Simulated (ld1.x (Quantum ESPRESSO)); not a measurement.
Re (Z = 75): one change to a PAW potential, before and after

Re, PAW, made with ld1.x (Quantum ESPRESSO) 7.5 (PBE, scalar-relativistic). Core [Xe] 4f14, reference 5d5 6s1.5 6p0 (charge +0.5). Waves: 6s (bound): rcut 2.45, rcutus 2.70 bohr; 6s channel at -0.05 Ry: rcut 2.45, rcutus 2.70 bohr; 6p (bound, empty): rcut 2.05, rcutus 2.85 bohr; 6p channel at 0.85 Ry: rcut 2.05, rcutus 2.85 bohr; 5d (bound): rcut 2.00, rcutus 2.15 bohr; 5d channel at 0.1 Ry: rcut 2.00, rcutus 2.15 bohr; 5f channel at -0.05 Ry: rcut 2.10, rcutus 2.85 bohr. Local part: all-electron potential smoothed inside 1.60 bohr (lloc = -1). Core correction: a·sin(br)/r model core, default radius (ld1.x builds one for every PAW set, though the input has nlcc=.false.). Augmentation charge: PSQ, inside the norm-conserving radii.

Change: non-relativistic; added wave 5f channel at 2.1 Ry: rcut 2.10, rcutus 2.85 bohr.

Cutoffs: the cutoffs (Ry, on a coarse ladder) from which the occupation-weighted sum of valence levels, in a spherical-Bessel basis at the reference potential, stays within 10 and 1 mRy of its value at 400 Ry; they do not see the model core or the augmentation charge, which bear on the density cutoff. Errors are all-electron minus pseudo energies relative to the spin-unpolarised reference configuration.

Question: Predict the effect on cutoff, ghosts and configuration errors.

Answer: The potential gets neither clearly harder nor softer (21 Ry and 35 Ry → 21 Ry and 35 Ry); both files keep a bound ghost (p, s); of the 7 tests that both files solve, the error grows in 4 and shrinks in 2 by more than 15 % and 0.3 meV (median size 1.8 → 6.3 meV).

| quantity | base | changed |
| --- | --- | --- |
| cutoff, loose | 21 Ry | 21 Ry |
| cutoff, tight | 35 Ry | 35 Ry |
| bound ghosts | s, p | s, p |
| error for 5d5 6s2 6p0, meV [ΔE -3.78 → -3.17 eV] | +1.8 | +0.4 |
| error for 5d5 6s1 6p0, meV [ΔE 5.47 → 4.71 eV] | -0.7 | +2.5 |
| error for 5d5 6s0 6p0, meV [ΔE 21.79 → 19.04 eV] | +18 | +45 |
| error for 5d5 6s0 6p1, meV [ΔE 11.27 → 8.97 eV] | -1.7 | +6.3 |
| error for 5d4 6s0 6p0, meV [ΔE 48.92 → 46.97 eV] | -131 | -99 |
| error for 5d4 6s2 6p1, meV [ΔE 1.28 → 3.39 eV] | -33 | -53 |
| error for 5d5 6s1 6p1, meV [ΔE 1.00 → 0.33 eV] | +0.3 | +0.1 |
| s: phases at 3.08 bohr within 0.05 rad from the reference energy up to (Ry; the scan ends near 5) | 2.7 | 2.6 |
| p: phases at 3.08 bohr within 0.05 rad from the reference energy up to (Ry; the scan ends near 5) | n/a | 3.5 |
| d: phases at 3.08 bohr within 0.05 rad from the reference energy up to (Ry; the scan ends near 5) | to the end of the scan | to the end of the scan |
| f: phases at 3.08 bohr within 0.05 rad from the reference energy up to (Ry; the scan ends near 5) | 3.5 | 3.1 |
| lowest overlap eigenvalue by channel | s 0.21, p 0.45, d 0.89, f 0.61 | s 0.35, p 0.51, d 0.85, f 0.97 |

 A true bound ghost makes a file unfit for plane-wave use even where its test errors are small: the radial tests pick states by their node count and pass the ghost by.
